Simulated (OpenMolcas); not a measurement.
## Computed transition rates of W2+

```yaml
Program: OpenMolcas
Method: "MS-CASPT2, IPEA 0.25 Eh, imaginary shift 0.1 Eh (closed shells correlated: 5s 5p)"
Basis: ANO-RCC-VTZP [8s7p5d3f2g1h]
Scalar_Hamiltonian: DKH2, point nucleus
Active_space: 4 electrons in 5 orbitals (5d)
State_averaging: 2S+1 = 5 even, 5 roots; 2S+1 = 3 even, 45 roots kept (CI in the orbitals of an earlier block); 2S+1 = 1 even, 50 roots kept (CI in the orbitals of an earlier block)
Spin-orbit_coupling: state interaction with AMFI integrals over the reference wave functions, term energies averaged over their components
```

Rates come from the transition moments of the reference wave functions (E1 and E2 in the length form). At fixed line strength A goes as λ^-3 for E1 and M1 and as λ^-5 for E2, so a rate at the computed wavelength can be rescaled to the measured one. Measured vacuum wavelengths follow from level energies in NIST levels as listed in McCann et al., Mon. Not. R. Astron. Soc. 538, 537 (2025). Branching counts decays inside the model space alone, at computed energies, and the table is only a selection of the M1 lines, drawn from those between levels with measured partners whose computed energy lies within a factor of 1.5 of the measured one.

```tsv
Upper	Lower	Type	λ computed (nm)	λ measured (nm)	A computed (s-1)	A rescaled (s-1)	Branching %
5d⁴ ³P₀(1) [62 %]	5d⁴ ⁵D₁	M1	1010	1308	1.72e+01		100.0
5d⁴ ³P₁(1)	5d⁴ ⁵D₂	M1	856.4	1188	1.07e+01		89.3
5d⁴ ³H₄ [59 %]	5d⁴ ⁵D₄	M1	1362	1663	1.94e+00		78.3
5d⁴ ⁵D₂	5d⁴ ⁵D₁	M1	4505	4535	5.49e-01	5.38e-01	100.0
5d⁴ ³H₄ [59 %]	5d⁴ ⁵D₃	M1	1123	1347	5.36e-01		21.7
5d⁴ ⁵D₁	5d⁴ ⁵D₀ [72 %]	M1	4538	4432	4.66e-01	5.00e-01	100.0
5d⁴ ⁵D₃	5d⁴ ⁵D₂	M1	5259	5505	2.96e-01	2.58e-01	100.0
5d⁴ ⁵D₄	5d⁴ ⁵D₃	M1	6390	7098	9.47e-02	6.91e-02	100.0
```

Spin-changing lines and M1 lines between different terms are not rescaled, since their strength hangs on the term gaps too.

The largest correction is for 5d⁴ ⁵D₄ → 5d⁴ ⁵D₃ (M1): 9.47e-02 × (6390 / 7098)^3 = 6.91e-02 s-1, a factor of 0.73.

The computed rate and branching of 5d⁴ ⁵D₁ → 5d⁴ ⁵D₀ [72 %] give the upper level a radiative lifetime of 1.000 / 4.66e-01 s-1 = 2.15e+00 s, counting decays inside the model space alone. The rescaled rate gives about 2.0e+00 s.

The computed order of these levels differs from the measured one in 1 place, and where term gaps are wrong the rates of spin-changing lines can be off by large factors.

These are rates of the free ion; in crystals, glasses and complexes forced electric-dipole and non-radiative decay shorten such lifetimes by orders of magnitude. No measured rate stands beside these. Rescaling mends the energy factor alone: line strengths can still be far off where a level mixes with configurations outside the active space, and weak or spin-changing lines hang on small mixing coefficients that depend on the term gaps too, so rescaling need not improve them.

Term energies are means over components that CASPT2 splits; among the terms shown or strongly mixed into the levels shown the widest spread is 620 cm-1 (5d⁴ ¹G(1)). Over all roots computed the reference weight is 0.90 to 0.95; the roots of lowest weight are the least certain, and an intruder state may touch them. Configurations with an s electron lie low in 5d ions of this charge, fall among these levels and mix in, so low-spin terms can stand far too high, up to twice their true height, and weights are not those of the real levels. Some levels mix across a computed gap that differs much from the measured one, so their mixing is not that of the real levels. Terms from blocks run as CI alone lack orbitals of their own. Some terms miss by over 15 % even with CASPT2, which points to a basis or an active space too small for the shells correlated. Measured partners are found by configuration, term and J. A level has none where our copy of the source lacks it or the pairing is in doubt (some pairs that miss far off the trend of their configuration count as doubtful). Only configurations of the active space appear.

A share in square brackets marks a mixed level and gives the weight of the term that names it. A number in round brackets counts repeated terms of one configuration in the order of the reference energies.
